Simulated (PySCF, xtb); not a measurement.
C2H3BF2O, SMILES OB(F)/C=C/F.

GFN2-xTB run with xtb at its own geometry gives an orbital gap of 4.55 eV and a dipole moment of 2.58 D.

Coordinates come from a PBE0-D3(BJ)/def2-SVP optimisation. The structure was generated by enumeration; whether it is a known compound was not checked. Other conformers were not sampled.

Task: What does PBE/def2-TZVP in PySCF give? (An estimate is asked for; the answer gives what the named calculation found.)

Result: gap 4.93 eV (levels -6.88 and -1.95 eV), dipole 1.88 D.
